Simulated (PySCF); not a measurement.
## Input and output of a scripted DFT run

The script drives PySCF with single-precision fitted integrals, so total energies wander by about 1e-6 Eh between cycles (the fitting error itself is about 1e-3 Eh and cancels in differences); atoms count from 0. Grid is the SCF grid level (2 if not given).

Without diffuse functions Rydberg states are missing, so unbound LUMOs, wide gaps and states within about 2 eV of the ionisation energy come out too high, and electron affinities are rough.

Job and coordinates (Å):

```
{"job": {"kind": "spin", "xc": "B3LYP", "basis": "def2-SVP", "grid": 1}, "charge": 0, "multiplicity": 2}
C      3.715186     0.520483     0.094179
C      4.014647    -0.785192     0.501110
C      3.100546    -1.806307     0.754060
B      1.630156    -1.490692     0.569762
C      0.157304    -2.026156     0.614465
C     -0.694256    -0.990575     0.266608
C     -2.091249    -0.839345     0.108093
C     -2.615844     0.477806    -0.298064
C     -1.833734     1.569302    -0.545516
C     -0.414738     1.457893    -0.413292
C      0.559722     2.464330    -0.655974
C      1.904050     2.225392    -0.512625
C      2.383831     0.950942    -0.102124
C      1.423740    -0.029510     0.139677
C      0.072987     0.219644    -0.018138
C     -4.039103     0.328892    -0.387206
C     -4.357080    -0.963615    -0.073119
C     -3.171134    -1.686975     0.235275
H      4.529392     1.214232    -0.069431
H      5.069877    -1.004430     0.628466
H      3.523257    -2.753700     1.068380
H     -0.232877    -3.005536     0.849277
H     -2.277366     2.510125    -0.846243
H      0.222321     3.441683    -0.973882
H      2.612541     3.016088    -0.721592
H     -4.721627     1.111871    -0.660809
H     -5.345551    -1.386777    -0.060200
H     -3.137536    -2.723458     0.517390
```

Command:

```bash
OMP_NUM_THREADS=1 python large_run.py task.json out
```

Task: What does the program print?

Result: 
```
start: PBE on a coarse grid of 24393 points
cycle   1  E = -676.9634678545  dE =  2.988e+00  |g| = 5.086e-01  |ddm| = 5.711e+00
cycle   2  E = -675.4558913992  dE =  1.508e+00  |g| = 1.402e+00  |ddm| = 2.855e+00
cycle   3  E = -676.6855455035  dE = -1.230e+00  |g| = 7.320e-01  |ddm| = 2.749e+00
cycle   4  E = -677.0824584135  dE = -3.969e-01  |g| = 2.657e-01  |ddm| = 1.199e+00
cycle   5  E = -677.0801210041  dE =  2.337e-03  |g| = 2.606e-01  |ddm| = 6.882e-01
cycle   6  E = -677.1263821106  dE = -4.626e-02  |g| = 1.068e-01  |ddm| = 4.089e-01
cycle   7  E = -677.1325563104  dE = -6.174e-03  |g| = 3.980e-02  |ddm| = 1.824e-01
cycle   8  E = -677.1331245366  dE = -5.682e-04  |g| = 2.806e-02  |ddm| = 8.964e-02
cycle   9  E = -677.1336204397  dE = -4.959e-04  |g| = 1.093e-02  |ddm| = 5.011e-02
cycle  10  E = -677.1336988232  dE = -7.838e-05  |g| = 3.130e-03  |ddm| = 1.860e-02
final grid: 107896 points
...
cycle  17  E = -678.1349250046  dE = -1.756e-05  |g| = 1.655e-03  |ddm| = 1.009e-02
cycle  18  E = -678.1349400186  dE = -1.501e-05  |g| = 9.871e-04  |ddm| = 1.221e-02
cycle  19  E = -678.1349459893  dE = -5.971e-06  |g| = 8.423e-04  |ddm| = 6.454e-03
cycle  20  E = -678.1349536063  dE = -7.617e-06  |g| = 6.717e-04  |ddm| = 7.833e-03
cycle  21  E = -678.1349572732  dE = -3.667e-06  |g| = 5.532e-04  |ddm| = 7.441e-03
cycle  22  E = -678.1349607183  dE = -3.445e-06  |g| = 3.594e-04  |ddm| = 1.004e-02
cycle  23  E = -678.1349629311  dE = -2.213e-06  |g| = 2.339e-04  |ddm| = 5.821e-03
cycle  24  E = -678.1349630812  dE = -1.501e-07  |g| = 1.650e-04  |ddm| = 2.439e-03
cycle  25  E = -678.1349626588  dE =  4.224e-07  |g| = 1.409e-04  |ddm| = 1.603e-03
cycle  26  E = -678.1349628327  dE = -1.739e-07  |g| = 5.856e-05  |ddm| = 1.123e-03
converged SCF energy = -678.1349628327
<S^2> = 0.7975

atom   charge     spin (Mulliken)
  0 C    0.0452   0.4330
  1 C   -0.0279  -0.1475
  2 C    0.1526   0.3243
  3 B   -0.2651   0.0748
  4 C    0.0614  -0.1026
  5 C    0.0683   0.1668
  6 C    0.0511  -0.0353
  7 C    0.0965   0.0461
  8 C   -0.0507  -0.0335
  9 C    0.0804   0.0752
 10 C   -0.0204  -0.0582
 11 C    0.0166   0.0726
 12 C    0.0631  -0.1223
 13 C    0.0283   0.2130
 14 C    0.0028  -0.0929
 15 C    0.0082   0.1014
 16 C    0.0399   0.0009
 17 C   -0.0429   0.1211
 18 H   -0.0345  -0.0195
 19 H   -0.0197   0.0040
 20 H   -0.0104  -0.0136
 21 H   -0.0312   0.0027
 22 H   -0.0347   0.0012
 23 H   -0.0408   0.0023
 24 H   -0.0420  -0.0031
 25 H   -0.0345  -0.0046
 26 H   -0.0269  -0.0009
 27 H   -0.0327  -0.0054

charge  mult   E - E0 / eV    <S^2>
   0     4       1.0187     3.782
   1     1       6.7385     0.155
  -1     1      -2.1177     0.275
```

The run took 2.4 min of wall time on 1 thread of Arm Neoverse V2 (shared host), peak memory 0.58 GiB.
